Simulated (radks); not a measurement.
Kinetic energies: the exact non-interacting value of the Kohn-Sham orbitals and orbital-free approximations, in hartree. Species: He+ 1s1; Fe8+ [Ar]. All-electron calculation, non-relativistic Kohn-Sham, PBE, spin-polarised, spherical densities, point nucleus. Program: a radial shooting solver on a logarithmic mesh with Libxc functionals. Every spin shell is full or empty, so the densities are truly spherical. Functionals are evaluated on that one density, not self-consistently.

| functional | He+ | Fe8+ |
|---|---|---|
| exact | 1.98786 | 1241.96 |
| Thomas-Fermi | 1.8167 | 1157.7 |
| von Weizsacker | 1.9879 | 662.97 |
| TF + vW | 3.8046 | 1820.7 |
| TF + vW/9 | 2.0376 | 1231.4 |
| TF + vW/5 | 2.2143 | 1290.3 |
| LC94 | 2.0282 | 1240.5 |
| APBEK | 2.0254 | 1241.8 |
| revAPBEK | 2.0431 | 1245.3 |
| Perdew 92 | 2.0381 | 1231.5 |
| Thakkar | 2.0324 | 1236.1 |
| LKT | 3.2248 | 1562.3 |
| PG1 | 3.0782 | 1497.8 |
| Ernzerhof | 2.1130 | 1237.5 |
